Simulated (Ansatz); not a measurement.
The same path of F2H5W (8 atoms, charge 0, multiplicity 2) was run twice with different band settings. Lost on the way: W1–H2, H2–H5. Made: H2–F8.

Theory: UKS B3LYP-D4/def2-SVP in Ansatz.

Relaxed end points:

```xyz
8
Properties=species:S:1:pos:R:3
W 0.536 0.069 0.557
H -1.453 -0.526 0.738
F 2.381 0.244 0.339
H 0.019 1.422 -0.311
H -1.537 0.255 0.658
H 0.333 -1.506 -0.019
H -0.275 -0.166 -0.920
F 0.126 0.209 2.398
```

```xyz
8
Properties=species:S:1:pos:R:3
W 0.329 0.175 0.011
H -0.975 -0.604 2.358
F 1.889 0.513 0.957
H -0.172 1.409 -1.029
H -1.230 0.647 0.544
H -0.271 -1.412 -0.172
H 0.604 -0.183 -1.619
F -0.043 -0.546 2.390
```

Common settings: spring 5.0 eV/Å²; optimiser quadratic models (default); start path through a guess of the saddle point; force threshold 0.05 eV/Å; end points relaxed.

| run | movable images | climbing image | iteration limit |
| --- | --- | --- | --- |
| 1 | 7 | yes | 56 |
| 2 | 8 | no | 59 |

Q: What does each run give, and how far can it be trusted?

A: Run 1: converged after 30 iterations, highest image 1.508 eV above the first end. The profile has 3 maxima (images 1, 4, 6) with wells between them (images 2, 5): this band takes more than one step, which may be the mechanism or a detour left from its start path. A vibrational analysis at the climbing image gives one clearly imaginary mode, 867i cm⁻¹: a first-order saddle point.
Run 2: converged after 35 iterations, highest image 1.182 eV above the first end. The profile has 2 maxima (images 1, 4) with wells between them (image 2): this band takes more than one step, which may be the mechanism or a detour left from its start path. No image climbed, so the highest image needn't sit at the top of the path.
